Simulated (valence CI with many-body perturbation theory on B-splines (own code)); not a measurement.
Sn XI: calculated level list

Level of theory: valence CI with perturbative core correlation (CI+MBPT): four valence electrons over a frozen Dirac-Fock core [Kr], radial functions for each j: 7 s, 7 p, 8 d, 6 f, 4 g, 1 h, with the one-electron correlation potential Σ1, the two-electron term Σ2, the three-electron term Σ3, Breit, model QED; selected CI, second order for the rest, scaled by the run's own slope (own B-spline code, finite nucleus).

No measured levels were compared; by estimate terms of the open shell hold to 2 to 4 % of their energy, and close levels can change places. Excitations out of the core, of the other parity, are not computed and may begin above about 51.3 eV (a cautious bound); beyond it only levels of the ground parity were kept, without lifetimes.

Levels 1 to 45 of 72, with energies above the lowest level, 4d⁴ ⁵D_0. "Leading %" is the weight of the configuration and term that name the level; weights of strongly mixed levels are sums over their largest components and can fall short. In the jj column 3d3/2^4 stands for four electrons in 3d with j = 3/2. Lifetimes count E1, E2, E3, M1 and M2 decay at the calculated energies, and are blank where another channel may lead or the interval is too uncertain; long ones can be off by a factor of two.

```csv
No.,Configuration,Term,J,E (cm⁻¹),Leading %,g,Lifetime,Leading jj
1,4d⁴,⁵D,0,0,83,,,4d3/2^4 (56 %)
2,4d⁴,⁵D,1,3008,92,1.499,766 ms,4d3/2^3 4d5/2 (74 %)
3,4d⁴,⁵D,2,6532,96,1.491,432 ms,4d3/2^2 4d5/2^2 (64 %)
4,4d⁴,⁵D,3,9980,94,1.483,553 ms,4d3/2^2 4d5/2^2 (52 %)
5,4d⁴,⁵D,4,13205,88,1.469,1.17 s,4d3/2^2 4d5/2^2 (41 %)
6,4d⁴,³P,0,27046,72,,7.17 ms,4d3/2^2 4d5/2^2 (49 %)
7,4d⁴,³H,4,28583,64,0.910,81.4 ms,4d3/2^3 4d5/2 (64 %)
8,4d⁴,³H,5,33908,81,1.064,234 ms,4d3/2^2 4d5/2^2 (96 %)
9,4d⁴,³G,3,34314,63,0.882,28.2 ms,4d3/2^2 4d5/2^2 (52 %)
10,4d⁴,³P,1,35515,86,1.425,9.75 ms,4d3/2^2 4d5/2^2 (55 %)
11,4d⁴,³F,2,36341,83,0.738,21.3 ms,4d3/2^2 4d5/2^2 (52 %)
12,4d⁴,³H,6,36815,84,1.139,2.63 s,4d3/2^2 4d5/2^2 (79 %)
13,4d⁴,³F,4,39727,34,1.074,19.9 ms,4d3/2^2 4d5/2^2 (46 %)
14,4d⁴,³G,4,43208,39,1.103,28.1 ms,4d3/2^2 4d5/2^2 (76 %)
15,4d⁴,³P,2,43344,58,1.341,40.0 ms,4d3/2^2 4d5/2^2 (68 %)
16,4d⁴,³F,3,44690,66,0.996,20.4 ms,4d3/2 4d5/2^3 (64 %)
17,4d⁴,³G,5,47937,81,1.168,40.0 ms,4d3/2 4d5/2^3 (96 %)
18,4d⁴,³D,3,48235,83,1.279,15.7 ms,4d3/2^2 4d5/2^2 (41 %)
19,4d⁴,³D,2,51772,36,1.207,10.1 ms,4d3/2 4d5/2^3 (53 %)
20,4d⁴,¹I,6,52054,84,1.026,30.6 ms,4d3/2 4d5/2^3 (79 %)
21,4d⁴,³D,1,52886,91,0.583,9.73 ms,4d3/2 4d5/2^3 (69 %)
22,4d⁴,¹G,4,59115,60,1.050,11.4 ms,4d5/2^4 (49 %)
23,4d⁴,¹S,0,61848,82,,7.73 ms,4d3/2 4d5/2^3 (74 %)
24,4d⁴,¹D,2,64084,53,1.075,10.1 ms,4d3/2^2 4d5/2^2 (57 %)
25,4d⁴,¹F,3,67405,75,1.034,13.5 ms,4d3/2 4d5/2^3 (68 %)
26,4d⁴,³P,2,75473,80,1.376,11.8 ms,4d3/2^2 4d5/2^2 (53 %)
27,4d⁴,³F,4,78170,85,1.216,6.62 ms,4d3/2^2 4d5/2^2 (67 %)
28,4d⁴,³F,2,79853,78,0.768,7.77 ms,4d3/2^2 4d5/2^2 (40 %)
29,4d⁴,³F,3,81268,84,1.073,13.9 ms,4d3/2 4d5/2^3 (92 %)
30,4d⁴,³P,1,82722,98,1.492,7.50 ms,4d3/2 4d5/2^3 (89 %)
31,4d⁴,³P,0,86464,92,,10.1 ms,4d5/2^4 (55 %)
32,4d⁴,¹G,4,88754,87,1.025,7.31 ms,4d3/2 4d5/2^3 (78 %)
33,4d⁴,¹D,2,111700,96,0.999,5.28 ms,4d3/2^2 4d5/2^2 (49 %)
34,4d⁴,¹S,0,144200,96,,,4d3/2^2 4d5/2^2 (56 %)
35,4d³5s,⁵F,1,494730,93,0.034,,4d3/2^3 5s (56 %)
36,4d³5s,⁵F,2,497330,89,0.996,,4d3/2^2 4d5/2 5s (48 %)
37,4d³5s,⁵F,3,501670,93,1.243,,4d3/2^2 4d5/2 5s (76 %)
38,4d³5s,⁵F,4,506440,93,1.335,,4d3/2 4d5/2^2 5s (61 %)
39,4d³5s,³F,2,510080,84,0.730,,4d3/2^2 4d5/2 5s (57 %)
40,4d³5s,⁵F,5,510940,86,1.371,,4d3/2 4d5/2^2 5s (48 %)
41,4d³5s,³F,3,516550,83,1.050,,4d3/2^2 4d5/2 5s (62 %)
42,4d³5s,⁵P,2,518030,68,1.679,,4d3/2^2 4d5/2 5s (75 %)
43,4d³5s,⁵P,1,518280,81,2.292,,4d3/2^2 4d5/2 5s (81 %)
44,4d³5s,³F,4,521410,60,1.136,,4d3/2^2 4d5/2 5s (60 %)
45,4d³5s,⁵P,3,525960,95,1.649,,4d3/2 4d5/2^2 5s (63 %)
```

Names give the largest LS component (configuration and term), which can be under half, so a name can repeat, a term be missing and a line seem to break the LS rules; names also repeat where a configuration has a term twice.

The ionisation energy to 4d³ ⁴F3/2 of the next ion comes out as 208.37 eV (NIST: 208 ± 2.4 eV (theoretical)). All 72 levels together are meant to be complete up to 414000 cm⁻¹.
